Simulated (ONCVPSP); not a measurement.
# Reading a pseudo-wave (F)

Columns: radius, all-electron u(r) and pseudo u(r) of the 2p shell (level -19.16 eV) of fluorine in the configuration [He] 2s2 2p4.5; PBEsol, scalar-relativistic, ONCV scheme, ONCVPSP 4.0.1.

```
r (bohr)  all-electron  pseudo
   0.055        0.0531  0.0266
   0.110        0.1677  0.1019
   0.165        0.3029  0.2154
   0.220        0.4365  0.3519
   0.275        0.5577  0.4946
   0.330        0.6615  0.6285
   0.385        0.7470  0.7424
   0.440        0.8144  0.8306
   0.495        0.8648  0.8918
   0.550        0.8998  0.9288
   0.605        0.9216  0.9467
   0.660        0.9322  0.9505
   0.715        0.9334  0.9449
   0.770        0.9269  0.9330
   0.825        0.9142  0.9169
   0.880        0.8966  0.8975
   0.935        0.8753  0.8755
   0.990        0.8510  0.8510
   1.045        0.8247  0.8246
   1.100        0.7968  0.7968
   1.155        0.7680  0.7679
   1.210        0.7386  0.7386
   1.265        0.7090  0.7089
   1.320        0.6794  0.6794
   1.375        0.6501  0.6501
   1.430        0.6213  0.6212
```

Problem. How many radial nodes do the two functions have?

Solution. The all-electron 2p function has n − l − 1 = 0; the pseudo-wave has 0.

Problem. At about which radius was the pseudo-wave matched?

Solution. 1.10 bohr. The columns agree to 0.0005 from 0.94 bohr on; several derivatives are matched, so the curves merge somewhat inside the radius.

Problem. Where does each function peak?

Solution. Outermost all-electron maximum near 0.71 bohr, pseudo maximum near 0.66 bohr (to the table’s step).

Problem. Is the pseudo-wave norm-conserving?

Solution. Yes: the ONCV scheme keeps the norm inside the radius equal to the all-electron one, which fixes the energy derivative of the logarithmic derivative at the level.
